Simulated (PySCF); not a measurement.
Selenium hexafluoride, SeF₆.
SMILES with atom numbers: `[F:1][Se:2]([F:3])([F:4])([F:5])([F:6])[F:7]`

A GFN2-xTB structure was refined with PBE0-D3(BJ)/def2-TZVP geometry optimisation, gas phase (PySCF 2.14.0). Its GFN2-xTB values:

| coordinate | GFN2-xTB |
| --- | --- |
| F1–Se2 | 1.730 Å |
| Se2–F4 | 1.744 Å |
| F1–Se2–F3 | 89.4° |
| F1–Se2–F6 | 179.0° |

Q: How do these coordinates change at the PBE0-D3(BJ)/def2-TZVP level?

A: 
| coordinate | PBE0-D3(BJ)/def2-TZVP (Å or °) | change |
| --- | --- | --- |
| Se2–F4 | 1.689 | -0.055 |
| F1–Se2 | 1.689 | -0.041 |
| F1–Se2–F6 | 179.9 | +0.9 |
| F1–Se2–F3 | 90.1 | +0.7 |

The energy falls by 11.9 kJ/mol over 12 energy and gradient evaluations, the largest force component goes from 0.0258 to 2.4e-04 Eh/bohr, and the atoms move by 0.034 Å rms after alignment. The bond that changes most is Se2–F4 (ends: selenium bonded to 6 F; fluorine bonded to Se), which shortens by 0.055 Å. Bonds longer at the end by more than 0.005 Å: 0 of 6; shorter: 6.

The run used 234 basis functions and 80 SCF cycles in all. The run took 4.2 min of wall time on one thread of an Intel Xeon Platinum 8488C (shared host), and the process peaked at 1.1 GiB of memory.

Stationary, but not proved a minimum.
